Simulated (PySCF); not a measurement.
CH4Si (SMILES C[SiH]), singlet, geometry from GFN2-xTB. Base run: PySCF with M062X/cc-pVDZ.

Input for PySCF:
```python
from pyscf import gto, scf, dft, solvent

mol = gto.M(
    atom='''
Si   -0.43645331   -0.36977585    0.50433177
H    -1.46116406   -0.73006974   -0.52712559
C     0.75878142    0.58965571   -0.64468426
H     1.62615502    0.97194639   -0.10888921
H     0.26247842    1.44353751   -1.10748186
H     1.13018851   -0.04648645   -1.44904261
''',
    basis='cc-pvdz',
    verbose=3,
)

mf = dft.RKS(mol)
mf.xc = 'm062x'
mf.kernel()
```

Each row names what was changed in the base input (with any setting that the change needs).

| change | ΔE vs base (kcal/mol) | dipole (D) | HOMO-LUMO gap (eV) |
|---|---|---|---|
| base | 0.000 | 1.07 | 5.52 |
| model = IEF-PCM; solvent = chloroform; lebedev_order = 41 | -1.36 | 1.29 | 5.63 |
| model = IEF-PCM; solvent = dimethylsulfoxide | -1.92 | 1.39 | 5.68 |
| model = IEF-PCM; solvent = chloroform | -1.35 | 1.29 | 5.63 |
| model = C-PCM; solvent = chloroform | [?] | [?] | [?] |
| model = IEF-PCM; solvent = chloroform; vdw_scale = 1.4 | -0.75 | 1.22 | 5.58 |
| model = IEF-PCM; solvent = chloroform; r_probe = 0.5 | -0.621 | 1.20 | 5.57 |
| model = IEF-PCM; solvent = chloroform; vdw_scale = 1.0 | -2.59 | 1.38 | 5.73 |
| model = IEF-PCM; solvent = chloroform; lebedev_order = 11 | [?] | 1.29 | 5.63 |
| model = IEF-PCM; solvent = n-hexane | [?] | [?] | 5.57 |
| model = COSMO; solvent = chloroform | -1.38 | 1.29 | 5.64 |
| model = IEF-PCM; solvent = toluene | -0.87 | 1.21 | 5.59 |

Question: Fill in the missing entries.

Answer: 
- model = C-PCM; solvent = chloroform, ΔE vs base (kcal/mol): -1.54
- model = C-PCM; solvent = chloroform, dipole (D): 1.31
- model = C-PCM; solvent = chloroform, HOMO-LUMO gap (eV): 5.65
- model = IEF-PCM; solvent = chloroform; lebedev_order = 11, ΔE vs base (kcal/mol): -1.29
- model = IEF-PCM; solvent = n-hexane, ΔE vs base (kcal/mol): -0.67
- model = IEF-PCM; solvent = n-hexane, dipole (D): 1.18

The base is the gas phase, so ΔE is the electrostatic part of solvation at a fixed geometry, without cavity and dispersion terms.
